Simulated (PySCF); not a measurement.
BH₃, SMILES B. Atoms are numbered in the order given.

```xyz
4

B      0.0000     0.0000     0.0000
H     -1.1894     0.0000     0.0000
H      0.5947    -1.0300     0.0000
H      0.5947     1.0300     0.0000
```

Coordinates come from a B3LYP-D3(BJ)/def2-TZVPD optimisation. The isomer is the one that the SMILES or the coordinates give; other isomers of the formula were not compared.

Calculation: TDA-M06-2X/def2-TZVPD (PySCF).

Vertical excitations; the highest root listed may be one member of a degenerate set.  State labels are in the subgroup C2v.

### Question
List the lowest excited states. (Estimate from the structure and the level; the computed values follow.)

### Answer

| state | symmetry | energy (eV) | λ (nm) | f | main pairs |
|---|---|---|---|---|---|
| S1 | B2 | 5.73 | 217 | 0.000 | HOMO→LUMO 97 % |
| S2 | A2 | 5.73 | 216 | 0.000 | HOMO−1→LUMO 97 % |
| S3 | A1 | 9.31 | 133 | 0.093 | HOMO→LUMO+1 (degenerate set) |
| S4 | B1 | 9.31 | 133 | 0.093 | HOMO−1→LUMO+1 (degenerate set) |
| S5 | B1 | 10.77 | 115 | 0.000 | HOMO−1→LUMO+2 44 %, HOMO→LUMO+3 44 % |
| S6 | B1 | 11.09 | 112 | 0.001 | HOMO→LUMO+3, HOMO−1→LUMO+2, HOMO−1→LUMO+6 (degenerate set) |
| S7 | A1 | 11.09 | 112 | 0.001 | HOMO→LUMO+2, HOMO−1→LUMO+3, HOMO→LUMO+6 (degenerate set) |
| S8 | B1 | 11.31 | 110 | 0.000 | HOMO→LUMO+4 42 %, HOMO−1→LUMO+5 42 % |
| S9 | A1 | 11.37 | 109 | 0.000 | HOMO→LUMO+5 25 %, HOMO−1→LUMO+4 24 %, HOMO−1→LUMO+3 24 %, HOMO→LUMO+2 24 % |
| S10 | B1 | 11.47 | 108 | 0.078 | HOMO−1→LUMO+6 35 %, HOMO−1→LUMO+5 31 %, HOMO→LUMO+4 31 % |
| T1 | B2 | 5.12 | 242 | 0 | HOMO→LUMO 95 % |
| T2 | A2 | 5.13 | 242 | 0 | HOMO−1→LUMO 95 % |
| T3 | A1 | 9.16 | 135 | 0 | HOMO→LUMO+1 (degenerate set) |
| T4 | B1 | 9.16 | 135 | 0 | HOMO−1→LUMO+1 (degenerate set) |
Triplets are in the Tamm–Dancoff approximation.
